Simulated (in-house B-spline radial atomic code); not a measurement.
Results of a calculation; reference values are marked as such.
Li in an electron gas of r_s = 3.6: phase shifts, screening and friction

A nucleus sits in a uniform electron gas with a rigid positive background. The Kohn-Sham equations are solved self-consistently in the spin-unpolarised LDA (PW92), non-relativistic, on B-splines with outgoing waves at the boundary and partial waves to l = 8. The model has no lattice, no bands and no magnetic solution. Atomic units; δ_l are the phase shifts at the Fermi level, counted so that each bound state adds π, and good to about 0.0005.

The density parameter is r_s = 3.6 bohr.

| l | δ_l (rad) |
| --- | --- |
| 0 | 3.3493 |
| 1 | 0.4649 |
| 2 | -0.0015 |
| 3 | -0.0036 |
| 4 | 0.0000 |
| 5 | -0.0001 |
| 6 | 0.0000 |
| 7 | -0.0001 |
| 8 | 0.0000 |

Bound levels below the band bottom (hartree): s -1.61.

Task: Check the Friedel sum rule, and say where the screening charge sits.

Result: k_F = (9π/4)^(1/3)/r_s = 0.53310. The rule is Z = (2/π) Σ (2l + 1) δ_l. The terms are s 2.132, p 0.888, d -0.005, f -0.016 and -0.002 beyond, in all 2.998 against Z = 3. Bound states hold 2 s, 0 p, 0 d electrons, so the scattering states carry 1.00 in all.

Task: Find the transport cross section and the electronic stopping of a 0.2 keV Li ion (mass 6.94 u).

Result: σ_tr = (4π/k_F²) Σ (l + 1) sin²(δ_l − δ_(l+1)). The terms for l = 0 to 3 are 0.0647, 0.4044, 0.0000, 0.0001, all together 0.4692, so σ_tr = 44.217 × 0.4692 = 20.746 bohr². With n = 3/(4π r_s³) = 0.005117, the friction coefficient is Q = n k_F σ_tr = 0.0566. For v well below v_F = 0.533, dE/dx = Q v; with 24801 eV per u at v = 1, v = √(200/(24801 × 6.94)) = 0.0341, so dE/dx = 0.00193 hartree/bohr = 0.992 eV/nm. The largest term couples the p and d waves.
